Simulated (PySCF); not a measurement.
# Electron affinity of Cs by level of theory

Cs⁻ [Xe] 6s2 (1S) → Cs [Xe] 6s1 (2S), as a difference of total energies. All numbers are calculated (PySCF 2.14, the spin-free X2C one-electron Hamiltonian (Gaussian nucleus), in x2c-TZVPPall with one added diffuse shell each of s, p, d type (12s8p7d2f1g, 94 functions)). Correlated levels: valence: [Xe] frozen; valence and next inner shell: [Kr] 4d10 frozen. The calculations carry no spin-orbit coupling.

| method | electron affinity (eV) | error (eV) |
| --- | --- | --- |
| UHF | -0.084 | -0.556 |
| LDA | 0.564 | +0.092 |
| PBE | 0.490 | +0.018 |
| PBE0 | 0.456 | -0.016 |
| r2SCAN | 0.368 | -0.104 |
| M06-2X | 0.580 | +0.108 |
| B3LYP | 0.486 | +0.014 |
| LC-wPBE | 0.380 | -0.092 |
| MP2 (valence) | 0.253 | -0.219 |
| SCS-MP2 (valence) | 0.320 | -0.152 |
| MP2 (valence and next inner shell) | 0.325 | -0.147 |
| SCS-MP2 (valence and next inner shell) | 0.376 | -0.096 |

Reference: 0.472 eV (measured; photodetachment measurements, as compiled on the Wikipedia data page of electron affinities).

Errors of the correlated levels include the incompleteness of this basis and the frozen core.

A negative affinity means that the anion lies above the atom at that level of theory.

In the anion the highest occupied orbital energy is positive at LDA, PBE, PBE0, r2SCAN, M06-2X, B3LYP, a self-interaction effect; the basis confines that electron, and the energy difference can still be sensible.
